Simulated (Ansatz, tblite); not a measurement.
Forces on Hf4⁻ at its r2SCAN-D4/def2-SVPD geometry. The state is a doublet with charge -1.

In the def2 sets Hf takes a core potential; there is no spin–orbit coupling. The xTB rows come from tblite. At PBE-D4/def2-TZVPD the charge -1 doublet is spin-contaminated (final ⟨S²⟩ up to 1.72, 0.75 for a pure state). At PBE-D4/def2-TZVPD the highest occupied level of the charge -1 doublet lies above zero (up to 0.62 eV). The electron is either unbound and held by the finite basis, or the level is raised by self-interaction error. Another isomer (quartet) lies 1.22 eV lower at PBE0-D4/def2-TZVPD; other spin states weren't run for this one.

GFN1-xTB (tblite), largest force 6.46 eV/Å:

```xyz
4
positions Å, forces eV/Å
Hf    1.240   -2.024   -0.034    2.660   -4.332   -0.070
Hf    0.929    0.552    0.833    4.298    2.783    3.946
Hf   -0.927   -0.557   -0.833   -4.502   -2.448   -3.938
Hf   -1.242    2.028    0.034   -2.456    3.997    0.062
```

GFN2-xTB (tblite), largest force 3.23 eV/Å:

```
Hf 1.454 -2.365 -0.037
Hf 2.144 1.389 1.969
Hf -2.249 -1.216 -1.965
Hf -1.348 2.192 0.034
```

PBE-D4/def2-TZVPD (Ansatz), largest force 0.26 eV/Å:

```
Hf 0.003 -0.003 0.001
Hf -0.198 -0.057 -0.152
Hf 0.141 0.151 0.154
Hf 0.054 -0.091 -0.003
```
